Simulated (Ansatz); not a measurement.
C$_{8}$H$_{20}$O$_{2}$Si (`CC(C)(C)O[SiH2]OC(C)(C)C`). The species carries charge 0 and has multiplicity 1. The structure was optimised at the PBE0-D4/def2-TZVP level. It is one conformer, not always the lowest.

```xyz
31

C    -1.740    1.432    2.693
C    -0.980    1.503    1.378
C    -1.365    2.752    0.604
C     0.522    1.473    1.624
O    -1.381    0.399    0.562
Si   -0.898   -1.160    0.596
O     0.586   -1.426   -0.034
C     1.011   -1.462   -1.398
C     0.669   -2.828   -1.975
C     2.516   -1.256   -1.370
C     0.339   -0.358   -2.202
H    -2.816    1.423    2.505
H    -1.478    0.525    3.243
H    -1.505    2.293    3.324
H    -1.118    3.652    1.173
H    -0.834    2.786   -0.349
H    -2.437    2.752    0.399
H     0.817    0.569    2.164
H     1.069    1.498    0.680
H     0.824    2.336    2.222
H    -0.790   -1.663    1.988
H    -1.947   -1.877   -0.171
H    -0.412   -2.986   -1.979
H     1.130   -3.615   -1.374
H     1.031   -2.917   -3.001
H     2.756   -0.284   -0.934
H     2.989   -2.030   -0.763
H     2.933   -1.299   -2.378
H     0.563    0.622   -1.775
H    -0.747   -0.482   -2.216
H     0.692   -0.373   -3.235
```

(1) What is the dipole moment at B3LYP/def2-TZVPP? (An estimate is asked.)

(2) And with PBE, r2SCAN, ωB97M-V? (Estimate.)

(3) Give the Mulliken charges with B3LYP, r2SCAN, PBE in def2-TZVPP. (An estimate is asked.)

## Answers

(1) Ansatz gave: 1.19 D, with components (0.68, 0.87, -0.45) D in this frame, pointing from negative to positive charge.

(2) The calculation gave: PBE 1.20 D, r2SCAN 1.24 D, ωB97M-V 1.22 D.

(3) The calculation gave: 
```tsv
atom	B3LYP	r2SCAN	PBE
C1	-0.28	-0.20	-0.26
C2	0.32	0.38	0.29
C3	-0.26	-0.16	-0.25
C4	-0.29	-0.21	-0.27
O5	-0.39	-0.40	-0.30
Si6	0.51	0.49	0.40
O7	-0.39	-0.40	-0.30
C8	0.32	0.38	0.29
C9	-0.28	-0.20	-0.26
C10	-0.26	-0.16	-0.25
C11	-0.29	-0.21	-0.27
H12	0.09	0.05	0.08
H13	0.08	0.05	0.08
H14	0.08	0.04	0.07
H15	0.07	0.04	0.07
H16	0.08	0.04	0.08
H17	0.08	0.05	0.08
H18	0.09	0.06	0.09
H19	0.09	0.05	0.08
H20	0.08	0.05	0.07
H21	-0.10	-0.09	-0.09
H22	-0.10	-0.09	-0.09
H23	0.08	0.05	0.08
H24	0.09	0.05	0.08
H25	0.08	0.04	0.07
H26	0.08	0.04	0.08
H27	0.08	0.05	0.08
H28	0.07	0.04	0.07
H29	0.09	0.05	0.08
H30	0.09	0.06	0.09
H31	0.08	0.05	0.07
```

B3LYP here is the variant with VWN-RPA as its local correlation; programs differ in this.
